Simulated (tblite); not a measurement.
Start geometry of `CO[Si@](N)(C#N)[SiH2]C#N` from a force field or distance geometry (Å):
```
atom  x, y, z in Å
C1    -2.4544   -0.6019    0.3693
O2    -1.3041   -0.5934    1.1495
Si3   -0.0220    0.0152    0.1576
N4    -0.1880    1.7869    0.1425
C5    -0.2572   -0.5793   -1.5508
N6    -0.3891   -0.9681   -2.6419
Si7    1.9696   -0.7078    0.8041
C8     3.2034    0.6088    0.5825
N9     4.0056    1.4333    0.4260
H10   -3.3136   -1.1243    0.9030
H11   -2.2600   -1.1461   -0.5841
H12   -2.8265    0.4367    0.1859
H13    0.6342    2.2896    0.5474
H14   -1.0657    2.0823    0.5916
H15    1.9471   -1.0564    2.2164
H16    2.3131   -1.8666   -0.0429
```

What comes out of this run: GFN2-xTB geometry optimisation, gas phase (tblite 0.8.0)?

```
atom  x, y, z in Å
C1    -2.5689   -0.7241    0.5445
O2    -1.1867   -0.7544    0.7450
Si3    0.0003    0.0679    0.0084
N4    -0.1332    1.7692    0.2482
C5    -0.1373   -0.3021   -1.8410
N6    -0.2200   -0.5336   -2.9604
Si7    1.8927   -0.8146    0.9555
C8     3.1810    0.5162    0.7184
N9     3.9309    1.3679    0.5525
H10   -3.0125   -1.5170    1.1470
H11   -2.8111   -0.8903   -0.5076
H12   -2.9795    0.2380    0.8573
H13    0.6661    2.3637    0.1034
H14   -0.9801    2.2694    0.0246
H15    1.8991   -1.0674    2.3999
H16    2.4515   -1.9799    0.2603
```

The energy falls by 19.9 kcal/mol over 113 L-BFGS steps, the largest force on an atom goes from 3.57 to 0.010 eV/Å, and the atoms move by 0.419 Å rms after alignment. The bond that changes most is O2–Si3 (silyl ether oxygen to oxygen-bound silicon), which shortens by 0.111 Å. Bonds longer at the end by more than 0.005 Å: 5 of 15; shorter: 10. Among the angles that change most is C1–O2–Si3, from 107.1° to 130.4°. Among the dihedrals that turn most is Si7–Si3–N4–H13, from -7° to 45°. Rotational constants go from 1798, 727.1, 666.3 to 1619, 738.4, 654.8 MHz. The orientation of the end geometry is arbitrary; only internal coordinates are fixed.

Time: 0.82 s wall. Hardware: one thread of an Arm Neoverse V2, no GPU (shared host).

Its GFN2-xTB frequencies are all real (lowest 18 cm⁻¹). One conformer, not necessarily the lowest. 3 starts were optimised and ended at 0.00, 0.86 and 0.97 kcal/mol (GFN2-xTB); the lowest of these is shown.

The numbers are calculated, not measured.
